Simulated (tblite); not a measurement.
Compound: C₈H₉O (doublet state).
Z-matrix (Å and degrees, GFN2-xTB geometry), rows numbered from 1:
```
C 
C   1  1.3308
C   2  1.4505  1  126.45
C   3  1.3465  2  119.90  1   169.73
C   4  1.4697  3  123.56  2  -176.40
O   5  1.2371  4  121.84  3   166.68
C   5  1.4223  4  115.36  3   -15.18
C   7  1.4736  5  122.05  4    -2.24
C   3  1.5026  2  119.93  1    -7.41
H   1  1.0763  2  121.08  3  -179.11
H   1  1.0766  2  123.07  3     0.03
H   2  1.0826  1  118.92  3   178.45
H   4  1.0810  3  120.86  2     1.12
H   7  1.0795  5  118.04  4  -174.69
H   8  1.0933  7  110.54  5   155.34
H   8  1.1011  7  107.76  5   -89.07
H   9  1.0903  3  110.41  2   -32.08
H   9  1.0952  3  108.15  2    85.40
```

Computed values, GFN2-xTB/tblite, gas phase, harmonic and unscaled. The method is semi-empirical: single wavenumbers can be off by several per cent or more. One conformer, not necessarily the lowest. Open shells enter through the occupations alone, without spin polarisation, and single modes of such species can be off by tens of per cent.

Harmonic wavenumbers (cm⁻¹): 79.1, 103.8, 176.6, 183.0, 217.0, 378.5, 391.1, 434.4, 436.5, 498.7, 547.0, 629.4, 652.7, 708.7, 777.6, 859.7, 891.1, 912.4, 936.8, 966.4, 990.9, 1006.9, 1023.1, 1104.0, 1128.4, 1168.3, 1201.4, 1226.8, 1265.3, 1303.1, 1318.7, 1353.5, 1370.6, 1413.6, 1431.0, 1461.8, 1561.9, 1619.1, 1654.4, 2850.0, 2937.4, 2960.7, 2999.3, 3057.0, 3081.8, 3091.5, 3111.6, 3134.4.

A = 3319, B = 1155, C = 878.0 MHz; mass 121.065 u (most abundant isotopes); point group C1, symmetry number 1; spin multiplicity 2.

**Question.** What is the zero-point energy?

**Answer.** Half the sum of the wavenumbers: 31303 cm⁻¹ = 374.48 kJ/mol.

**Question.** What is S at 200 K and 1 bar for an ideal gas of classical rigid rotors and harmonic oscillators?

**Answer.** Translation 160.37, rotation 116.14, vibration 54.29, spin (R ln 2) 5.76: S = 336.6 J/(mol K).

**Question.** And Cp and H(200 K) − H(0)?

**Answer.** Cp = 103.72 J/(mol K), of which vibrations give 70.46 (their classical limit is 48 R = 399.1); H(200 K) − H(0) = 13.08 kJ/mol without the zero-point energy, 6.43 from vibrations.

**Question.** Which modes carry the vibrational entropy at 200 K?

**Answer.** 79.1 cm⁻¹: 13.11; 103.8 cm⁻¹: 10.93; 176.6 cm⁻¹: 6.86; 183.0 cm⁻¹: 6.60; 217.0 cm⁻¹: 5.41; 378.5 cm⁻¹: 2.16 J/(mol K); the other 42 give 9.22 together.

**Question.** How do the functions run with temperature in this model?

**Answer.** 
```csv
T (K),S (J/(mol K)),Cp (J/(mol K)),H − H(0) (kJ/mol),G − H(0) (kJ/mol),ln q(vib)
50,241.7,46.1,1.87,-10.22,0.17
100,279.7,65.4,4.67,-23.31,0.86
298.15,385.7,145.6,25.30,-89.70,4.64
373.15,421.8,177.3,37.42,-119.99,6.23
500,480.4,223.6,62.96,-177.25,9.02
750,584.2,287.1,127.46,-310.66,14.58
1000,672.7,327.3,204.61,-468.05,19.91
```

q(vib) and H(0) count from the zero-point level.

Hindered rotation and anharmonicity are outside this model. Other conformers, if any are populated, would add a mixing term that is left out. The structure is chiral; the term R ln 2 for an equal mix with its mirror image is left out.
